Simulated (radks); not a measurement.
Results of a calculation; reference values are marked as such.
Tm III, 67 electrons, occupied as [Xe] 4f12.5 6p0.5 (fractional occupations, a model configuration). Level of theory: Dirac Kohn-Sham, LDA (Slater exchange, Perdew-Wang correlation), spin-unpolarised, spherical densities, point nucleus; open shells are shared between the two j in proportion to 2j + 1 (a radial shooting solver on a logarithmic mesh with Libxc functionals).

Normalised radial functions P(r) = r R(r) (large component), r in bohr:

| r | 5s1/2 | 5p3/2 | 4f5/2 |
|---|---|---|---|
| 0.003998 | 0.1339 | 0.0101 | 0.0000 |
| 0.005461 | 0.1545 | 0.0175 | 0.0000 |
| 0.007461 | 0.1683 | 0.0299 | 0.0000 |
| 0.01011 | 0.1675 | 0.0490 | 0.0001 |
| 0.01381 | 0.1413 | 0.0784 | 0.0002 |
| 0.01887 | 0.0783 | 0.1192 | 0.0006 |
| 0.02578 | -0.0255 | 0.1680 | 0.0017 |
| 0.03522 | -0.1537 | 0.2114 | 0.0048 |
| 0.04774 | -0.2528 | 0.2208 | 0.0131 |
| 0.06521 | -0.2459 | 0.1571 | 0.0346 |
| 0.08909 | -0.0651 | -0.0045 | 0.0847 |
| 0.1217 | 0.2293 | -0.2152 | 0.1885 |
| 0.165 | 0.3880 | -0.3189 | 0.3674 |
| 0.2254 | 0.1595 | -0.1532 | 0.6346 |
| 0.3079 | -0.3511 | 0.2382 | 0.9294 |
| 0.4206 | -0.5578 | 0.4779 | 1.1288 |
| 0.57 | -0.0873 | 0.2295 | 1.1315 |
| 0.7787 | 0.6941 | -0.3842 | 0.9495 |
| 1.064 | 1.0684 | -0.8694 | 0.6785 |
| 1.453 | 0.8453 | -0.9075 | 0.4177 |
| 1.97 | 0.4142 | -0.6109 | 0.2244 |
| 2.691 | 0.1174 | -0.2641 | 0.0979 |
| 3.676 | 0.0173 | -0.0686 | 0.0327 |
| 5.022 | 0.0011 | -0.0093 | 0.0074 |
| 6.807 | 0.0000 | -0.0006 | 0.0010 |
| 9.299 | 0.0000 | 0.0000 | 0.0001 |
| 12.7 | 0.0000 | 0.0000 | 0.0000 |

5s1/2: eigenvalue -72.161 eV, 4 radial nodes at r = 0.0241, 0.0958, 0.250, 0.591 bohr, <r> = 1.22 bohr, 90 % of the charge inside 1.76 bohr. 5p3/2: eigenvalue -43.492 eV, 3 radial nodes at r = 0.0885, 0.257, 0.647 bohr, <r> = 1.47 bohr, 90 % of the charge inside 2.17 bohr. 4f5/2: eigenvalue -23.578 eV, 0 radial nodes, <r> = 0.764 bohr, 90 % of the charge inside 1.32 bohr.
